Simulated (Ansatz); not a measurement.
Cartesian coordinates (Å):
```xyz
8

N     -1.3023    -0.6659     0.1403
Al     0.3016     0.0543     0.2709
O      1.6387    -0.9558     0.0121
O      0.5707     1.6908     0.6388
H     -2.1769    -0.1850     0.2685
H     -1.4613    -1.6366    -0.0778
H      2.5420    -0.6423     0.0647
H     -0.1124     2.3406     0.8016
```
Charge +1, spin multiplicity 2.

Computed with frozen-core CCSD(T)/cc-pVTZ // B3LYP-D3(BJ)/def2-TZVP (Ansatz, a quantum-chemistry and plane-wave program). The geometry is that of the parent before the electron was removed.

The HF energy is -448.36789 Ha and the MP2 correlation energy comes out as -0.72430 Ha.

Question: Estimate the CCSD correlation energy, the (T) correction, the total energy and the T1 diagnostic.

Answer: 
```
Quantity                        Result
-----------------------  -------------
CCSD correlation energy    -0.74456 Ha
(T) correction             -0.02504 Ha
CCSD(T) total energy     -449.13749 Ha
T1 diagnostic                    0.017
```
